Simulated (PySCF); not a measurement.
Isomers of C6H18N2Si. Computed with PySCF 2.14.0, PBE0-D3(BJ)/def2-SVP geometry optimisation, gas phase. Energies are electronic, without zero-point or thermal terms, for one conformer each. No frequencies were run at this level. Point groups hold within 0.08 Å.

Question: Order them by energy at this level, lowest first, and give relative energies in kcal/mol.
A. Si(NMeEt)2H2, `[H][Si]([H])(N(C)CC)N(C)CC`
B. SiEt2(NHMe)2 (`CC[Si](CC)(NC)NC`)

Answer: B (0.0), A (21.5).

```tsv
SMILES	E (Eh)	E rel (kcal/mol)	dipole (D)	point group	A, B, C (MHz)
CC[Si](CC)(NC)NC	-637.66926	0.0	0.26	C1	1124, 1027, 972.2
[H][Si]([H])(N(C)CC)N(C)CC	-637.63496	21.5	0.85	C2	3020, 622.5, 591.5
```

Question: How do the relative energies change in single points at KT2/pcSseg-1 (no added dispersion term) on the same geometries?

Answer: 
```json
{"SMILES": "CC[Si](CC)(NC)NC", "PBE0-D3(BJ)/def2-SVP (kcal/mol)": "0.0", "KT2/pcSseg-1 (kcal/mol)": "0.0", "shift": "0.0"}
{"SMILES": "[H][Si]([H])(N(C)CC)N(C)CC", "PBE0-D3(BJ)/def2-SVP (kcal/mol)": "21.5", "KT2/pcSseg-1 (kcal/mol)": "20.0", "shift": "-1.5"}
```

Each column counts from its own lowest isomer. The order is unchanged; the largest shift is 1.5 kcal/mol.
